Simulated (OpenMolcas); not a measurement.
Ar4+: effect of the active space

```
Program             : OpenMolcas
Method              : CASSCF
Basis               : ANO-R0
Scalar Hamiltonian  : X2C, finite nucleus
Spin-orbit coupling : RASSI with atomic mean-field integrals over the reference wave functions, term energies averaged over their components
```

A. 2 electrons in 3 orbitals (3p); 2S+1 = 3 even, 3 roots; 2S+1 = 1 even, 6 roots kept (CI in the orbitals of an earlier block); cost of the order of 2.2 core-seconds
B. 4 electrons in 4 orbitals (3s 3p); 2S+1 = 3 even, 3 roots; 2S+1 = 1 even, 6 roots kept (CI in the orbitals of an earlier block); 2S+1 = 5 odd, 1 root; 2S+1 = 3 odd, 5 roots kept (CI in the orbitals of an earlier block); cost roughly 8 core-seconds

Energies in cm-1 above 3s2 3p2 3P0, the measured ground level; measured values from Saloman, J. Phys. Chem. Ref. Data 39, 033101 (2010).

```json
{"Level": "3s2 3p2 3P0", "A": "0.0", "B": "0.0", "Measured": "0.0"}
{"Level": "3s2 3p2 3P1", "A": "444", "B": "445", "Measured": "763"}
{"Level": "3s2 3p2 3P2", "A": "1238", "B": "1227", "Measured": "2029"}
{"Level": "3s2 3p2 1D2", "A": "15887", "B": "15881", "Measured": "16299"}
{"Level": "3s2 3p2 1S0", "A": "38417", "B": "30663", "Measured": "37912"}
```

Deviations, from unrounded energies. A percentage is the sum of absolute deviations over the sum of measured energies, with the sign that they share, or ± where signs differ.

```tsv
Against measurement	Levels	A	B
mean absolute deviation (cm-1)	4	510	2200
fine structure of the ground term (%)	2	-39.8	-40.1
other terms of the ground configuration (%)	2	±1.7	-14.1
```

A lies closest to measurement on these levels. The largest miss of A in the table is 3s2 3p2 3P2, by -790 cm-1. The ranking rests on the paired levels alone, and a cruder setting can come out closer through cancelling errors.

Between A and B the level of the table that moves most is 3s2 3p2 1S0, by 7800 cm-1 (lowest in B, highest in A).

Terms from blocks run as CI alone lack orbitals of their own. The basis is small and was not contracted for so high a charge. With the s shell closed, the reference lacks s² → p² mixing (holds for A). Computed and measured levels are paired by configuration, term and J; levels that our copy of the source lacks, or whose pairing is in doubt (as where it misses far off the trend of its configuration), stay unpaired and out of the deviations. Only configurations of the active space appear. Levels that lie high or do not pair safely by name in every column are left out.
